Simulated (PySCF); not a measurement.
Polarisability and C₆ of Ga- (gallium, charge -1)

[Ar] 3d10 4s2 4p2, high-spin 3P determinant. Calculation: PySCF 2.14, in x2c-QZVPPall with one added diffuse shell each of s, p, d, f type (12s8p6d5f1g, 110 functions); scalar relativity by spin-free X2C-1e. Coupled (time-dependent) response in atomic units; α is the mean over directions.

| method | mean α (bohr³) | α xx, yy, zz | C₆ (like pair) | S(−4) |
| --- | --- | --- | --- | --- |
| LC-wPBE | 276.2 | 122.9, 353.0, 352.9 | 4691 | 69450 |

S(−4) is the Cauchy moment in α(ω) = α(0) + S(−4) ω² + …

Spin-orbit coupling is absent.

α(iu) at LC-wPBE:

```tsv
u (hartree)	α(iu) (bohr³)
0	276.2
0.0500	185.0
0.100	113.4
0.200	54.23
0.300	31.46
0.500	14.65
0.750	7.780
1.00	4.978
1.50	2.693
2.00	1.762
3.00	0.9780
5.00	0.4666
```

For an ion, C₆ is the dispersion term alone; charge-induced terms of lower order in 1/R come first.

The components differ because the open shell of this determinant is not spherical; for a pure term their mean is the scalar polarisability.
